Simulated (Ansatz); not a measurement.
Ansatz (an electronic-structure program) input:

Ansatz 0.2 input:
```yaml
crystal:
  periodic: [false, false, false]
  atoms:
    - {symbol: Ge, position_ang: [0.14873945, -0.02319735, 0.18657275]}
    - {symbol: O, position_ang: [0.91303674, 0.23121470, -1.31521284]}
    - {symbol: O, position_ang: [-1.50799452, -0.13842532, 0.56892185]}
basis:
  gaussian:
    orbitals: def2-TZVP
hamiltonian:
  xc: b3lyp
  dispersion: d3bj
total_charge: -1
magnetization: {spin_polarized: true, initial_magnetization: 1}
phonons: {temperatures: {t_min: 298.15, t_max: 298.15, t_step: 100}}
```

### Question
What final total energy does it print?

### Answer
-2227.59434 Eh (B3LYP-D3(BJ)/def2-TZVP). The basis has 110 functions.
